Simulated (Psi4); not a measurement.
CH3S (SMILES [CH2]S), doublet, at a GFN2-xTB geometry; MP2/aug-cc-pVDZ (Psi4).

Here is a job for Psi4.
```
memory 2 GB

molecule {
0 2
C     0.08133729    1.12203680   -0.12550724
S    -0.07291609   -0.56203814    0.13309778
H     0.80181200   -0.95782336   -0.79481219
H    -0.53276719    1.73924269    0.49787221
H     0.40958879    1.47897019   -1.07958105
}

set {
  basis aug-cc-pvdz
  reference uhf
}

energy('mp2')
print_variables()
```

The log (banner, timings and long lists left out):

```
    SCF Algorithm Type (re)set to DF.

   => Loading Basis Set <=

    Name: AUG-CC-PVDZ
    Role: ORBITAL
    Keyword: BASIS

         ---------------------------------------------------------
                                   SCF
               by Justin Turney, Rob Parrish, Andy Simmonett
                          and Daniel G. A. Smith
                              UHF Reference
         ---------------------------------------------------------

  ==> Geometry <==

    Molecular point group: c1
    Full point group: C1

    Geometry (in Angstrom), charge = 0, multiplicity = 2:

       Center              X                  Y                   Z               Mass
    ------------   -----------------  -----------------  -----------------  -----------------
         C            0.095621345888     1.169424368624    -0.154489400480    12.000000000000
         S           -0.058632034112    -0.514650571376     0.104115619520    31.972071174400
         H            0.816096055888    -0.910435791376    -0.823794350480     1.007825032230
         H           -0.518483134112     1.786630258624     0.468890049520     1.007825032230
         H            0.423872845888     1.526357758624    -1.108563210480     1.007825032230

  Running in c1 symmetry.

  Rotational constants: A =      4.81843  B =      0.52677  C =      0.47758 [cm^-1]
  Rotational constants: A = 144452.90991  B =  15792.30107  C =  14317.38365 [MHz]
  Nuclear repulsion =   51.067242366708065

  Charge       = 0
  Multiplicity = 2
  Electrons    = 25
  Nalpha       = 13
  Nbeta        = 12

  ==> Algorithm <==

  SCF Algorithm Type is DF.
  DIIS enabled.
  MOM disabled.
  Fractional occupation disabled.
  Guess Type is SAD.
  Energy threshold   = 1.00e-08
  Density threshold  = 1.00e-08
  Integral threshold = 1.00e-12

  ==> Primary Basis <==

  Basis Set: AUG-CC-PVDZ
    Blend: AUG-CC-PVDZ
    Number of shells: 35
    Number of basis functions: 77
    Number of Cartesian functions: 81
    Spherical Harmonics?: true
    Max angular momentum: 2

   => Loading Basis Set <=

    Name: (AUG-CC-PVDZ AUX)
    Role: JKFIT
    Keyword: DF_BASIS_SCF

  ==> Integral Setup <==

  SCF_SUBTYPE=INCORE selected. In-core MEM_DF algorithm will be used.
  Using in-core AOs.

  ==> MemDFJK: Density-Fitted J/K Matrices <==

    J tasked:                   Yes
    K tasked:                   Yes
    wK tasked:                   No
    Algorithm:                 Core
    Schwarz Cutoff:           1E-12
[...]
  @DF-UHF Final Energy:  -437.10272773038520
    Total Energy =                       -437.1027277303852543
[...]
 Magnitude           :                                                    0.4563589

 ------------------------------------------------------------------------------------

  //>>>>>>>>>>>>>>>>>>>>>>>>>>>>>>>>>>>//
  //               DFMP2               //
  //<<<<<<<<<<<<<<<<<<<<<<<<<<<<<<<<<<<//

   => Loading Basis Set <=

    Name: (AUG-CC-PVDZ AUX)
    Role: RIFIT
    Keyword: DF_BASIS_MP2

	 --------------------------------------------------------
	                          DF-MP2
	      2nd-Order Density-Fitted Moller-Plesset Theory

	        Rob Parrish, Justin Turney, Andy Simmonett,
	           Ed Hohenstein, and C. David Sherrill
	 --------------------------------------------------------

	 --------------------------------------------------------
	                 NBF =    77, NAUX =   233
	 --------------------------------------------------------
	   CLASS    FOCC     OCC    AOCC    AVIR     VIR    FVIR
	   ALPHA       0      13      13      64      64       0
	    BETA       0      12      12      65      65       0
	 --------------------------------------------------------

	-----------------------------------------------------------
	 ==================> DF-MP2 Energies <====================
	-----------------------------------------------------------
	 Reference Energy          =    -437.1027277303851974 [Eh]
	 Singles Energy            =      -0.0000000000000000 [Eh]
	 Same-Spin Energy          =      -0.0673325442183704 [Eh]
	 Opposite-Spin Energy      =      -0.2140367849863298 [Eh]
	 Correlation Energy        =      -0.2813693292047002 [Eh]
	 Total Energy              =    -437.3840970595899194 [Eh]
	-----------------------------------------------------------
	 ================> DF-SCS-MP2 Energies <==================
	-----------------------------------------------------------
	 SCS Same-Spin Scale       =       0.3333333333333333 [-]
	 SCS Opposite-Spin Scale   =       1.2000000000000000 [-]
	 SCS Same-Spin Energy      =      -0.0224441814061235 [Eh]
	 SCS Opposite-Spin Energy  =      -0.2568441419835957 [Eh]
	 SCS Correlation Energy    =      -0.2792883233897192 [Eh]
	 SCS Total Energy          =    -437.3820160537749189 [Eh]
	-----------------------------------------------------------

  Variable Map:
  ----------------------------------------------------------------------------
[...]
  Array Variable Map:
  ----------------------------------------------------------------------------
[...]
[...]
```
